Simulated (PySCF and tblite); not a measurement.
Values are calculated unless marked as measured or tabulated.
Stationary points of C4H4F3NO at GFN2-xTB, in Å:

Structure A

```
 1 O    -2.078   -0.352    1.215
 2 C    -1.951    0.404    0.294
 3 N    -1.088    0.235   -0.742
 4 C    -0.181   -0.847   -0.786
 5 C     0.998   -0.843   -0.181
 6 C     1.537    0.340    0.568
 7 F     2.875    0.296    0.643
 8 F     1.087    0.423    1.826
 9 F     1.233    1.512   -0.023
10 H    -2.545    1.327    0.170
11 H    -1.024    0.933   -1.467
12 H    -0.517   -1.730   -1.318
13 H     1.654   -1.698   -0.197
```

Structure B

```
 1 O    -1.404    0.354    1.384
 2 C    -1.724    0.654    0.273
 3 N    -1.181    0.144   -0.879
 4 C    -0.155   -0.789   -0.932
 5 C     0.949   -0.819   -0.190
 6 C     1.435    0.227    0.764
 7 F     2.779    0.341    0.642
 8 F     1.217   -0.052    2.052
 9 F     0.952    1.454    0.523
10 H    -2.534    1.367    0.040
11 H    -1.676    0.311   -1.743
12 H    -0.303   -1.571   -1.667
13 H     1.644   -1.637   -0.296
```

Structure C

```
 1 O    -3.014   -0.806   -0.421
 2 C    -2.417    0.192   -0.134
 3 N    -1.055    0.279   -0.008
 4 C    -0.237   -0.804   -0.205
 5 C     1.093   -0.803   -0.109
 6 C     1.873    0.420    0.236
 7 F     3.187    0.197    0.277
 8 F     1.531    0.941    1.438
 9 F     1.679    1.433   -0.641
10 H    -2.904    1.162    0.064
11 H    -0.640    1.168    0.236
12 H    -0.778   -1.706   -0.458
13 H     1.675   -1.691   -0.277
```

Geometries: GFN2-xTB; energies: PBE0/pcSseg-1 + D3(BJ); zero-point and thermal terms from GFN2-xTB harmonic modes (soft modes blended into free rotors).

Which structure is a saddle point, and along which motion?

A: one imaginary mode (147i cm⁻¹ at GFN2-xTB, mostly on H11, O1, C4), along the rotation about the C4–N3 bond (torsion C5–C4–N3–C2 from 180° to 318°, rising).

Give their symmetry and energies above the lowest.

A C1, 12.0 kcal/mol; B C1, 8.9 kcal/mol; C Cs, 0.0 kcal/mol.
